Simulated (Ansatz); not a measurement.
Two isomers of H6N3OV: A = `[NH2][V]([NH2])([NH2])=[O]`, B = `[NH]=[V]([NH2])([NH2])[OH]`.

Gas-phase electronic energies from Ansatz, PBE0-D4/def2-TZVP geometries. CBS: MP2 limit from def2 TZ/QZ plus the TZ coupled-cluster correction, frozen cores. DFT in def2-TZVPP. B3LYP here is the variant with VWN-RPA as its local correlation; programs differ in this. For V outer-core shells are correlated without core-valence functions, which leaves a few kJ/mol of doubt a bond. Scalar relativity is left out up to krypton. Each species was taken in one conformer, which may not be the lowest.

Q: Which is lower in electronic energy at CCSD(T)/CBS, and by how much? (An estimate is asked.)

A: Ansatz gave: A, by 53.7 kJ/mol.

Q: Give E(B) − E(A) in kJ/mol with CCSD/def2-TZVPP, LDA (SPW92), PBE0-D4, MP2/def2-TZVPP, BLYP-D4, B3LYP, B2PLYP. (Estimate.)

A: The calculation gave: CCSD/def2-TZVPP 60.0, LDA (SPW92) 65.9, PBE0-D4 67.5, MP2/def2-TZVPP 46.2, BLYP-D4 70.4, B3LYP 67.7, B2PLYP 63.9. None reverses the order clearly.

Q: Does the order hold for the free energy at 298.15 K (harmonic terms from PBE0-D4)? (An estimate is asked.)

A: The calculation gave: Yes: G(B) − G(A) = +40.8 kJ/mol, for one conformer each. Modes under 60 cm⁻¹, often nearly free rotors, make the harmonic entropy too high.

Largest T1 diagnostic: 0.032.

At CCSD(T), def2-SVP lies +8.3 kJ/mol from the extrapolated value and def2-TZVPP +6.0 kJ/mol. From r2SCAN to r2SCAN0 (25 % exact exchange), in def2-TZVPP and without D4, E(B) − E(A) moves by −4.6 kJ/mol.
